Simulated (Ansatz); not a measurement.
Isolated molecules relaxed with PBE0-D4/def2-TZVP in Ansatz; ΔE leaves out vibrations. CBS: MP2 limit from def2 TZ/QZ plus the TZ coupled-cluster correction, frozen cores. Functionals use def2-TZVPP. B3LYP here is the variant with VWN-RPA as its local correlation; programs differ in this. Elements past krypton have def2 core potentials. For Sn outer-core shells are correlated without core-valence functions, which leaves a few kJ/mol of doubt a bond. Each species was taken in one conformer, which may not be the lowest.

Consider the redistribution: `S=C[SiH2][SnH3]` + `S[SiH2]CCl` → `S=C[SiH2]S` + `ClC[SiH2][SnH3]`.

```
          level  ΔE (kJ/mol)
      r2SCAN-D4          5.9
       B3LYP-D4          3.6
        ωB97M-V          1.5
         B2PLYP          4.4
            PBE          6.4
           PBE0          5.1
  HF/def2-TZVPP          3.1
CCSD/def2-TZVPP          2.1
```

Task: What does CCSD(T)/CBS give? (An estimate is asked.)

Result: Computed: +2.0 kJ/mol. The listed levels differ from it by 3.9, 1.6, -0.5, 2.4, 4.4, 3.1, 1.1, 0.1 kJ/mol.

Largest T1 diagnostic among the species: 0.015.
